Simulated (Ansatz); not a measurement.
Calculated with Ansatz (gas phase, PBE0-D4/def2-TZVP geometries, no zero-point term in ΔE). CCSD(T)/CBS adds triple-zeta CCSD(T) − MP2 to the extrapolated MP2 energy (def2 sets, frozen cores). This one scheme is used for every species. Functionals use def2-TZVPP. B3LYP here is the variant with VWN-RPA as its local correlation; programs differ in this. For Ge outer-core shells are correlated without core-valence functions, which leaves a few kJ/mol of doubt a bond. Scalar relativity is left out up to krypton. One conformer a species, not always the lowest.

`[NH2][GeH2][SiH2]O` + HCl → `[NH2][GeH2][Cl]` + `O[SiH3]`  (cleavage of the Ge–Si bond)

Problem. Is it downhill or uphill in electronic energy at CCSD(T)/CBS, and by how much? (Best estimate.)

Solution. The calculation gave: Downhill: ΔE = -0.78 eV.

Problem. What do these levels give: PBE-D4, PBE0-D4, ωB97X-V, B2PLYP, B3LYP, HF/def2-TZVPP, MP2/def2-TZVPP, SCS-MP2/def2-TZVPP, CCSD/def2-TZVPP, CCSD(T)/def2-TZVPP, HF/def2-QZVPP, CCSD/CBS(def2)? (An estimate is asked.)

Solution. The calculation gave: PBE-D4 -0.62, PBE0-D4 -0.71, ωB97X-V -0.83, B2PLYP -0.87, B3LYP -0.86, HF/def2-TZVPP -1.21, MP2/def2-TZVPP -0.86, SCS-MP2/def2-TZVPP -0.92, CCSD/def2-TZVPP -0.84, CCSD(T)/def2-TZVPP -0.79, HF/def2-QZVPP -1.23, CCSD/CBS(def2) -0.82 eV.

Largest T1 diagnostic among the species: 0.012.

From PBE to PBE0 (25 % exact exchange), in def2-TZVPP and without D4, ΔE moves by −0.08 eV. The D4 term adds +0.07 eV with B3LYP and +0.04 eV with PBE0; it sums over pairs of atoms, weighted by their polarisabilities, and B3LYP, whose exchange is more repulsive, gets the larger term.
